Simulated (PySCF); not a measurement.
# [Yb(P5)2]+ at several levels of theory

Computed with PySCF 2.14.0 (density fitting, no spin-orbit coupling) at the geometry relaxed with r2SCAN:

```xyz
11
[Yb(P5)2]+ (singlet in the valence; each metal's 4f electrons, 13 of them, lie in its core potential, out of spins and levels)
Yb    0.0000    0.0000    0.0000
P     0.0000    1.8269    2.3640
P    -1.7375    0.5645    2.3640
P    -1.0738   -1.4780    2.3640
P     1.0738   -1.4780    2.3640
P     1.7375    0.5646    2.3640
P     0.0000   -1.8269   -2.3640
P    -1.7375   -0.5646   -2.3640
P    -1.0738    1.4780   -2.3640
P     1.0738    1.4780   -2.3640
P     1.7375   -0.5645   -2.3640
```

| level | basis | state | HOMO (eV) | gap (eV) | charge on Yb1 (e) | population of f-type functions on Yb1 (polarisation alone where 4f lies in the core) | dipole about the centre of mass (D) | largest force component (eV/Å) |
| --- | --- | --- | --- | --- | --- | --- | --- | --- |
| r2SCAN | Yb lcecp-1-SVP with ECP59, P def2-SVP | singlet | -10.61 | 1.54 | 0.98 | 0.02 | 0.00 | 0.09 |
| r2SCAN | Yb lcecp-1-TZVP with ECP59, P def2-TZVP | singlet | -10.28 | 1.51 | 1.30 | 0.02 | 0.00 | 0.41 |

In the lcecp rows the 4f levels are missing from HOMO and gap, and the state counts the valence alone.

Charges are Mulliken's, which hang on the basis. The relaxation used the grid (50, 194), these runs (75, 302) or, all-electron (x2c bases, spin-free X2C Hamiltonian), (99, 590).

(1) Order these levels, in the first row's basis, by the HOMO–LUMO gap they give here, smallest first.
A. BP86
B. CAM-B3LYP
C. revPBE
D. B3LYP

(2) And their other results?

No frequency check is given that shows the relaxed geometry to be a minimum. An lcecp potential fixes the number of 4f electrons, so in runs with it no electron can move into or out of that shell.

Answers

(1) A (1.32 eV), C (1.37 eV), D (2.64 eV), B (5.12 eV).

(2) 
```tsv
level	state	HOMO (eV)	gap (eV)	charge on Yb1 (e)	population of f-type functions on Yb1 (polarisation alone where 4f lies in the core)	dipole about the centre of mass (D)	largest force component (eV/Å)
revPBE	singlet	-10.26	1.37	0.83	0.02	0.00	0.32
B3LYP	singlet	-11.00	2.64	0.58	0.02	0.01	0.10
BP86	singlet	-10.37	1.32	0.61	0.02	0.00	0.29
CAM-B3LYP	singlet	-12.40	5.12	0.47	0.02	0.00	0.38
```
